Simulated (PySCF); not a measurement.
## UHF on Hg (mercury, neutral)

Configuration: [Xe] 4f14 5d10 6s1 6d1, high-spin 3D determinant (an excited configuration). All numbers are calculated (PySCF 2.14, a scalar-relativistic core potential, in aug-cc-pwCVTZ-PP with ECP60MDF).

```json
{
  "Total energy": "-152.249891 hartree",
  "One-electron energy": "-266.8458 hartree",
  "Hartree (Coulomb) energy": "127.5200 hartree",
  "Exchange energy": "-12.9241 hartree",
  "⟨S²⟩": "2.0017",
  "⟨L²⟩": "6.001",
  "Sum of ⟨r⟩": "31.84 bohr",
  "Sum of ⟨r²⟩": "83.62 bohr²",
  "Traceless quadrupole moment −½Σ⟨3z² − r²⟩ along its main axis": "11.7 e·bohr²"
}
```

| shell | electrons | mean orbital energy (eV) | spread (eV) | rms radius, mean of both spins (bohr) |
| --- | --- | --- | --- | --- |
| 5s α | 1 | -142.16 | 0 | 0.980 |
| 5s β | 1 | -141.95 | 0 | 0.980 |
| 5p α | 3 | -86.866 | 0.001 | 1.12 |
| 5p β | 3 | -86.835 | 0.041 | 1.12 |
| 5d α | 5 | -20.774 | 0.085 | 1.58 |
| 5d β | 5 | -20.429 | 0.076 | 1.58 |
| 6s α | 1 | -12.805 | 0 | 2.83 |
| 6d α | 1 | -0.579 | 0 | 6.42 |

Energies and moments cover only the electrons outside the core potential. Spin-orbit coupling, absent here, splits the open shell strongly. The outer electron is Rydberg-like, and this basis confines it to a smaller radius and binds it less than a complete one would.
